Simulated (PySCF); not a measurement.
PySCF input:

```python
from pyscf import gto, scf, dft

mol = gto.M(
    atom='''
    C    -0.74598462    0.07954784    0.23255547
    F     0.73298763   -0.10811036   -0.07052530
    H    -0.92133566    1.08748682   -0.22113066
    H    -1.19964527   -0.59178060   -0.53947446
    ''',
    basis='def2-tzvpd',
    charge=-1,
    spin=0,
    verbose=4,
)

mf = dft.RKS(mol, xc='tpssh').density_fit(auxbasis='def2-universal-jkfit')
mf.grids.level = 3
mf.conv_tol = 1e-9
mf.max_cycle = 100
mf.max_memory = 1500
mf.kernel()
if not mf.converged:
    mf = mf.newton()
    mf.kernel(mf.make_rdm1())
mf.analyze()
```

Task: What final total energy does it print?

Result: -139.13414 Eh (TPSSh/def2-TZVPD).

It need not be the lowest isomer of its formula. Whether it binds its extra electron was not tested at this geometry.
